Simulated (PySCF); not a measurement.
Task: What does the PBE0-D3(BJ)/def2-SVP structure of Pd(PH3)4 (`[PH3]->[Pd](<-[PH3])(<-[PH3])<-[PH3]`) look like in three dimensions? (Singlet state.)

Result: 
Z-matrix in Å and degrees, rows numbered from 1:
```
Pd
P   1  2.3447
H   2  1.4281  1  121.96
H   2  1.4282  1  122.85  3  -119.73
H   2  1.4281  1  122.68  3   119.64
P   1  2.3415  2  108.98  3    58.04
H   6  1.4283  1  122.74  2    65.69
H   6  1.4282  1  122.33  2   -54.32
H   6  1.4277  1  122.42  2  -174.12
P   1  2.3424  2  109.22  3   -61.76
H  10  1.4279  1  122.26  2    61.02
H  10  1.4278  1  122.39  2   -58.69
H  10  1.4279  1  122.67  2  -178.92
P   1  2.3435  2  110.28  3   177.29
H  14  1.4282  1  122.40  2   -62.59
H  14  1.4279  1  122.49  2   177.47
H  14  1.4279  1  122.53  2    57.33
```

Pd1 (palladium bonded to 4 P) is tetrahedral (angles from 108.7° to 110.3°). P2 (phosphorus bonded to Pd and 3 H) has angles from 93.8° to 122.9°. All 4 P–Pd bonds measure 2.341 to 2.345 Å.

Method: PBE0-D3(BJ)/def2-SVP geometry optimisation, gas phase, def2 core potentials past Kr (PySCF 2.14.0).

No PBE0-D3(BJ)/def2-SVP frequencies stand behind this structure, so it isn't proved a minimum.

Hardware: Arm Neoverse V1, one thread, no GPU, on a shared host. Cost: 1.9 min wall, 0.69 GiB resident at most. That covers the optimisation of the geometry.
